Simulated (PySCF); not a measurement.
**Radial density of O⁺ (oxygen, charge +1)**

r2SCAN, [He] 2s2 2p3, high-spin 4S determinant. Calculation: PySCF 2.14, in aug-cc-pVDZ-DK; the spin-free X2C one-electron Hamiltonian (Gaussian nucleus).

```json
{"r (bohr)": "0.00418", "4πr²ρ (e/bohr)": "0.06726", "4πr²(ρα − ρβ)": "0.0001"}
{"r (bohr)": "0.00704", "4πr²ρ (e/bohr)": "0.1810", "4πr²(ρα − ρβ)": "0.0002"}
{"r (bohr)": "0.0118", "4πr²ρ (e/bohr)": "0.4660", "4πr²(ρα − ρβ)": "0.0006"}
{"r (bohr)": "0.0199", "4πr²ρ (e/bohr)": "1.150", "4πr²(ρα − ρβ)": "0.0016"}
{"r (bohr)": "0.0335", "4πr²ρ (e/bohr)": "2.603", "4πr²(ρα − ρβ)": "0.0042"}
{"r (bohr)": "0.0563", "4πr²ρ (e/bohr)": "5.116", "4πr²(ρα − ρβ)": "0.0112"}
{"r (bohr)": "0.0947", "4πr²ρ (e/bohr)": "7.881", "4πr²(ρα − ρβ)": "0.0378"}
{"r (bohr)": "0.159", "4πr²ρ (e/bohr)": "8.200", "4πr²(ρα − ρβ)": "0.1667"}
{"r (bohr)": "0.268", "4πr²ρ (e/bohr)": "4.870", "4πr²(ρα − ρβ)": "0.6478"}
{"r (bohr)": "0.451", "4πr²ρ (e/bohr)": "3.060", "4πr²(ρα − ρβ)": "1.7078"}
{"r (bohr)": "0.758", "4πr²ρ (e/bohr)": "4.452", "4πr²(ρα − ρβ)": "2.6363"}
{"r (bohr)": "1.28", "4πr²ρ (e/bohr)": "2.984", "4πr²(ρα − ρβ)": "1.6827"}
{"r (bohr)": "2.15", "4πr²ρ (e/bohr)": "0.5055", "4πr²(ρα − ρβ)": "0.2837"}
{"r (bohr)": "3.61", "4πr²ρ (e/bohr)": "0.01542", "4πr²(ρα − ρβ)": "0.0124"}
{"r (bohr)": "6.07", "4πr²ρ (e/bohr)": "2.725e-05", "4πr²(ρα − ρβ)": "0.0000"}
```

Densities and radii are taken from the X2C orbitals without a picture-change correction, which distorts them close to the nucleus.
